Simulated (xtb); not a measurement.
A run for xtb: GFN1-xTB on IrF, 2S+1 = 1, a spin state set in the input, which need not be the lowest, a point of a bond scan (R = 1.852 Å).

```
$ xtb mol.xyz --gfn 1 --sp --chrg 0 --uhf 0
2

Ir     0.00000000     0.00000000     0.00000000
F      0.00000000     0.00000000     1.85170900
```

The log:

```
[...]
           -------------------------------------------------
          |                Calculation Setup                |
           -------------------------------------------------



           -------------------------------------------------
          |                 G F N 1 - x T B                 |
           -------------------------------------------------

        Reference                      10.1021/acs.jctc.7b00118
      * Hamiltonian:
        H0-scaling (s, p, d)           1.850000    2.250000    2.000000
        zeta-weighting                 0.000000
      * Dispersion:
        s8                             2.400000
        a1                             0.630000
        a2                             5.000000
        s9                             0.000000
      * Repulsion:
        kExp                           1.500000
        rExp                           1.000000
      * Coulomb:
        alpha                          2.000000
        third order                    atomic
        anisotropic                    false
      * Halogen bond correction:
        rad-scale                      1.300000
        damping                        0.440000


          ...................................................
          :                      SETUP                      :
          :.................................................:
          :  # basis functions                  14          :
          :  # atomic orbitals                  13          :
          :  # shells                            5          :
          :  # electrons                        16          :
          :  # halogen bonds                     0          :
          :  max. iterations                   250          :
          :  Hamiltonian                  GFN1-xTB          :
          :  restarted?                      false          :
          :  GBSA solvation                  false          :
          :  PC potential                    false          :
          :  electronic temp.          300.0000000     K    :
          :  accuracy                    1.0000000          :
          :  -> integral cutoff          0.2500000E+02      :
          :  -> integral neglect         0.1000000E-07      :
          :  -> SCF convergence          0.1000000E-05 Eh   :
          :  -> wf. convergence          0.2000000E-04 e    :
          :  Broyden damping             0.4000000          :
          :  net charge                          0          :
          :  unpaired electrons                  0          :
          ...................................................

 iter      E             dE          RMSdq      gap      omega  full diag
   1     -8.9908426 -0.899084E+01  0.202E+01    0.64       0.0  T
   2     -9.0947054 -0.103863E+00  0.985E+00    0.63       1.0  T
   3     -9.1117518 -0.170464E-01  0.642E+00    0.70       1.0  T
   4     -9.1383317 -0.265799E-01  0.289E-01    0.67       1.0  T
   5     -9.1383138  0.178955E-04  0.146E-01    0.67       1.0  T
   6     -9.1383339 -0.200829E-04  0.453E-03    0.67      15.6  T
   7     -9.1383339 -0.167014E-07  0.149E-03    0.67      47.5  T
   8     -9.1383339 -0.219165E-08  0.516E-05    0.67    1370.8  T
   9     -9.1383339 -0.596501E-11  0.191E-06    0.67   37044.7  T

   *** convergence criteria satisfied after 9 iterations ***

         #    Occupation            Energy/Eh            Energy/eV
      -------------------------------------------------------------
         1        2.0000           -0.7741774             -21.0664
         2        2.0000           -0.5018372             -13.6557
         3        2.0000           -0.4907001             -13.3526
         4        2.0000           -0.4907001             -13.3526
         5        2.0000           -0.4073278             -11.0840
         6        2.0000           -0.4073278             -11.0840
         7        2.0000           -0.3943609             -10.7311
         8        2.0000           -0.3943609             -10.7311 (HOMO)
         9        0.0000           -0.3697888             -10.0625 (LUMO)
        10                         -0.1875465              -5.1034
        11                         -0.1875465              -5.1034
        12                         -0.1784942              -4.8571
        13                          0.1013478               2.7578
      -------------------------------------------------------------
                  HL-Gap            0.0245721 Eh            0.6686 eV
             Fermi-level           -0.3817456 Eh          -10.3878 eV

 SCC (total)                   0 d,  0 h,  0 min,  0.003 sec
 SCC setup                      ...        0 min,  0.000 sec (  4.837%)
 Dispersion                     ...        0 min,  0.000 sec (  2.168%)
 classical contributions        ...        0 min,  0.000 sec (  1.430%)
 integral evaluation            ...        0 min,  0.001 sec ( 21.150%)
 iterations                     ...        0 min,  0.001 sec ( 45.639%)
 molecular gradient             ...        0 min,  0.001 sec ( 17.177%)
 printout                       ...        0 min,  0.000 sec (  7.110%)

         :::::::::::::::::::::::::::::::::::::::::::::::::::::
         ::                     SUMMARY                     ::
         :::::::::::::::::::::::::::::::::::::::::::::::::::::
         :: total energy              -9.137071542665 Eh    ::
         :: gradient norm              0.009184192535 Eh/a0 ::
         :: HOMO-LUMO gap              0.668640129095 eV    ::
         ::.................................................::
         :: SCC energy                -9.138333924286 Eh    ::
         :: -> electrostatic           0.026735434580 Eh    ::
         :: repulsion energy           0.001448660938 Eh    ::
         :: dispersion energy         -0.000186279317 Eh    ::
         :: halogen bond corr.         0.000000000000 Eh    ::
         :: add. restraining           0.000000000000 Eh    ::
         :: total charge               0.000000000011 e     ::
         :::::::::::::::::::::::::::::::::::::::::::::::::::::

           -------------------------------------------------
          |                Property Printout                |
           -------------------------------------------------

    * Orbital Energies and Occupations

         #    Occupation            Energy/Eh            Energy/eV
      -------------------------------------------------------------
         1        2.0000           -0.7741774             -21.0664
         2        2.0000           -0.5018372             -13.6557
         3        2.0000           -0.4907001             -13.3526
         4        2.0000           -0.4907001             -13.3526
         5        2.0000           -0.4073278             -11.0840
         6        2.0000           -0.4073278             -11.0840
         7        2.0000           -0.3943609             -10.7311
         8        2.0000           -0.3943609             -10.7311 (HOMO)
         9        0.0000           -0.3697888             -10.0625 (LUMO)
        10                         -0.1875465              -5.1034
        11                         -0.1875465              -5.1034
        12                         -0.1784942              -4.8571
        13                          0.1013478               2.7578
      -------------------------------------------------------------
                  HL-Gap            0.0245721 Eh            0.6686 eV
             Fermi-level           -0.3817456 Eh          -10.3878 eV

  Mulliken/CM5 charges         n(s)   n(p)   n(d)
     1Ir    0.32743  0.40190   0.113  0.263  8.296
     2F    -0.32743 -0.40190   1.819  5.508  0.000

Wiberg/Mayer (AO) data.
largest (>0.10) Wiberg bond orders for each atom

 ---------------------------------------------------------------------------
Note: The following floating-point exceptions are signalling: IEEE_DENORMAL
normal termination of xtb
     #   Z sym  total        # sym  WBO       # sym  WBO       # sym  WBO
 ---------------------------------------------------------------------------
     1  77 Ir   1.151 --     2 F    1.151
     2   9 F    1.151 --     1 Ir   1.151
 ---------------------------------------------------------------------------

Topologies differ in total number of bonds
Writing topology from bond orders to xtbtopo.mol

 dipole moment from electron density (au)
     X       Y       Z
   0.0000  -0.0000  -1.7574  total (Debye):    4.467


           -------------------------------------------------
          | TOTAL ENERGY               -9.137071542665 Eh   |
          | GRADIENT NORM               0.009184192535 Eh/α |
          | HOMO-LUMO GAP               0.668640129095 eV   |
           -------------------------------------------------

------------------------------------------------------------------------
------------------------------------------------------------------------
 total:
 SCF:
```

The run finished.

Cost: around 0.05 core-seconds (rough).
